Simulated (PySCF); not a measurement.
Si⁺ (silicon, charge +1) across methods

[Ne] 3s2 3d1, 2D determinant (an excited configuration). Calculation: PySCF 2.14, in aug-cc-pV(Q+d)Z with one added diffuse shell each of s, p, d, f, g type (8s7p6d4f3g, 114 functions); the non-relativistic Hamiltonian (point nucleus).

| method | E (hartree) | mean ε 3s α (eV) | mean ε 3s β (eV) | mean ε 3d α (eV) | Σ⟨r²⟩ (bohr²) | ⟨S²⟩ |
| --- | --- | --- | --- | --- | --- | --- |
| wB97M-V | -288.7604 | -24.746 | -24.423 | -7.216 | 30.69 | 0.750 |
| PBE | -288.6294 | -21.140 | -20.712 | -5.696 | 28.95 | 0.751 |
| UHF | -288.24729 | -25.293 | -24.922 | -6.892 | 33.70 | 0.751 |
| r2SCANh | -288.7279 | -21.671 | -21.430 | -5.857 | 29.07 | 0.752 |
| M06 | -288.7663 | -22.437 | -21.968 | -5.946 | 29.98 | 0.751 |
| r2SCAN | -288.7307 | -21.207 | -20.965 | -5.687 | 28.82 | 0.752 |
| LDA | -287.6101 | -21.360 | -20.905 | -5.510 | 29.31 | 0.750 |
| PBE0 | -288.6447 | -22.341 | -21.947 | -6.136 | 29.53 | 0.751 |

The outer electron is Rydberg-like, and this basis confines it to a smaller radius and binds it less than a complete one would.
